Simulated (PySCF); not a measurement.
Isomers of C8H17P, one GFN2-xTB conformer each. Single-point energies are computed at PBE0/pcSseg-1 (PySCF, gas phase, no added dispersion term), electronic only.

**Question.** Rank them by PBE0/pcSseg-1 energy, lowest first (kJ/mol).
A. `C[C@@H]1[C@@H](C)P1C(C)(C)C`
B. `[CH2:1]=[C:2]([CH3:3])[P:4]([CH2:5][CH3:6])[CH:7]([CH3:8])[CH3:9]` with C1–C2–P4–C5 133°, C2–P4–C5–C6 -68°, C2–P4–C7–C8 63°
C. `[CH3:1][CH2:2][C:3]([CH3:4])([CH3:5])[P:6]=[C:7]([CH3:8])[CH3:9]` with C1–C2–C3–C4 59°, C2–C3–P6–C7 -61°
D. `[CH3:1][CH:2]=[P@@:3]1([CH2:4][CH3:5])[CH2:6][CH2:7][C@@H:8]1[CH3:9]` with C2–P3–C4–C5 44°, C2–P3–C6–C7 154°, P3–C6–C7–C8 -18°, C6–C7–C8–C9 146°, C2–P3–C8–C7 -123°
E. `[CH3:1][CH2:2][C@@H:3]([CH3:4])/[P:5]=[CH:6]/[CH:7]([CH3:8])[CH3:9]` with C1–C2–C3–C4 175°, C2–C3–P5–C6 155°, P5–C6–C7–C8 -112°
F. `[CH2:1]=[CH:2][CH2:3][P@@:4]([CH3:5])(=[CH:6][CH3:7])[CH2:8][CH3:9]` with C1–C2–C3–P4 -95°, C2–C3–P4–C5 57°, C3–P4–C8–C9 174°

**Answer.** A (0.0), B (1.6), E (11.5), C (22.4), D (136.4), F (162.1).

As drawn, the lowest has a three-membered ring, which the highest lacks; the highest has a C=C bond outside aromatic rings, which the lowest lacks. Neighbours under 10 kJ/mol apart (C[C@@H]1[C@@H](C)P1C(C)(C)C and C=C(C)P(CC)C(C)C; C=C(C)P(CC)C(C)C and CC[C@@H](C)/P=C/C(C)C) can change places with a better method, another conformer or zero-point energy. GFN2-xTB itself gives, in the same order: 0.0, 27.7, 12.0, 21.9, 120.0, 183.7. Both levels put the same isomer lowest; measured from each level's own lowest isomer, the values differ by up to 26.1 kJ/mol (C=C(C)P(CC)C(C)C: 27.7 against 1.6).

**Question.** Which frontier levels, dipoles and rotational constants go with these structures?

**Answer.** 
| SMILES | HOMO (eV, PBE0/pcSseg-1) | LUMO (eV) | dipole (D) | A, B, C (MHz) |
| --- | --- | --- | --- | --- |
| C[C@@H]1[C@@H](C)P1C(C)(C)C | -6.55 | 0.73 | 1.46 | 1909, 1017, 856.5 |
| C=C(C)P(CC)C(C)C | -6.49 | 0.04 | 1.44 | 1529, 1150, 815.2 |
| CC[C@@H](C)/P=C/C(C)C | -6.87 | -1.25 | 1.19 | 2440, 629.3, 550.3 |
| CCC(C)(C)P=C(C)C | -6.58 | -1.12 | 1.69 | 1879, 899.2, 867.8 |
| CC=[P@@]1(CC)CC[C@@H]1C | -4.81 | 0.72 | 2.40 | 1766, 980.0, 922.1 |
| C=CC[P@@](C)(=CC)CC | -4.72 | -0.14 | 2.24 | 1902, 870.1, 780.9 |

**Question.** As an exercise, what shares would exp(−E/RT) give at 500 K from these electronic energies alone (no entropy, no degeneracies)?

**Answer.** RT = 4.157 kJ/mol: C[C@@H]1[C@@H](C)P1C(C)(C)C 57.3 %, C=C(C)P(CC)C(C)C 38.8 %, CC[C@@H](C)/P=C/C(C)C 3.6 %, CCC(C)(C)P=C(C)C 0.3 %, CC=[P@@]1(CC)CC[C@@H]1C under 0.1 %, C=CC[P@@](C)(=CC)CC under 0.1 %.
